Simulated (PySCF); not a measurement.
(E)-1-bromo-2-chloro-1-fluoroethene (C2HBrClF), SMILES F/C(Br)=C\Cl.

The structure is a stationary point at ωB97X-D3(BJ)/def2-SVP.

Two levels are set side by side: TDDFT-PBE/def2-SVPD (PySCF) and TDDFT-LC-ωPBE/def2-SVPD (PySCF). Vertical, same geometry. The lowest singlet is HOMO→LUMO 100 % with PBE and HOMO→LUMO 75 % with the other functional; states are paired by order. Differences are taken from unrounded values.

```tsv
quantity	TDDFT-LC-ωPBE	TDDFT-PBE	TDDFT-PBE minus TDDFT-LC-ωPBE
lowest singlet excitation (eV)	5.68	4.67	-1.01
lowest triplet excitation (TDA) (eV)	3.87	3.96	0.09
first bright state (f over 0.05) (eV)	6.69	5.83	-0.85
its oscillator strength	0.42	0.23	-0.19
```

Functionals without exact exchange tend to place singlet excitations lower, as here. Differences between two approximate levels are no errors against the true value.

Rough cost on one machine, each run with all the roots and properties that it gave: TDDFT-LC-ωPBE against TDDFT-PBE about 6 times.
